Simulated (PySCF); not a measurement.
**UHF on Fe(2+) (iron, charge +2)**

Configuration: [Ar] 3d5 4p1, high-spin 7P determinant (an excited configuration). Computed with PySCF 2.14 in aug-cc-pVTZ with one added diffuse shell each of s, p, d, f, g type (9s8p6d4f3g, 118 functions), with no relativity, point nucleus.

```
Total energy                                                  : -1261.342748 hartree
One-electron energy                                           : -1719.6433 hartree
Hartree (Coulomb) energy                                      : 512.2269 hartree
Exchange energy                                               : -53.9263 hartree
Kinetic energy                                                : 1261.52873 hartree
⟨S²⟩                                                          : 12.0011
⟨L²⟩                                                          : 2.002
Sum of ⟨r⟩                                                    : 16.56 bohr
Sum of ⟨r²⟩                                                   : 22.57 bohr²
Traceless quadrupole moment −½Σ⟨3z² − r²⟩ along its main axis : -3.80 e·bohr²
Density at the nucleus (Gaussians lack the cusp)              : 11800 bohr⁻³
Spin density at the nucleus                                   : 0.231 bohr⁻³
Langevin diamagnetic susceptibility                           : -17.9 ×10⁻⁶ cm³/mol
```

| shell | electrons | mean orbital energy (hartree) | spread (hartree) | rms radius, mean of both spins (bohr) |
| --- | --- | --- | --- | --- |
| 1s α | 1 | -262.37163 | 0 | 0.0685 |
| 1s β | 1 | -262.36540 | 0 | 0.0685 |
| 2s α | 1 | -33.03993 | 0 | 0.292 |
| 2s β | 1 | -32.86830 | 0 | 0.292 |
| 2p α | 3 | -28.51788 | 0.00346 | 0.261 |
| 2p β | 3 | -28.34702 | 0.00478 | 0.261 |
| 3s α | 1 | -5.38260 | 0 | 0.872 |
| 3s β | 1 | -4.91231 | 0 | 0.872 |
| 3p α | 3 | -3.99671 | 0.00341 | 0.922 |
| 3p β | 3 | -3.42686 | 0.01677 | 0.922 |
| 3d α | 5 | -1.70150 | 0.00921 | 1.08 |
| 4p α | 1 | -0.72913 | 0 | 3.08 |

Spin-orbit constants ζ (cm⁻¹) from the X2C one-electron operator on these orbitals (non-relativistic here): bare nucleus, nucleus screened by l(l+1)(2l+1)/3 electrons, and screened by the Breit-Pauli mean field of the electrons.

```json
{"shell": "2p", "bare": "67910", "screened nucleus": "62680", "mean field": "n/a"}
{"shell": "3p", "bare": "8554", "screened nucleus": "7896", "mean field": "n/a"}
{"shell": "3d", "bare": "857.6", "screened nucleus": "527.7", "mean field": "n/a"}
{"shell": "4p", "bare": "601.0", "screened nucleus": "554.7", "mean field": "n/a"}
```

To first order the Landé constant is A = 92.46 cm⁻¹, so the lowest level has J = 2 and lies 0.0459 eV below the centre of the term. This holds in LS coupling only.
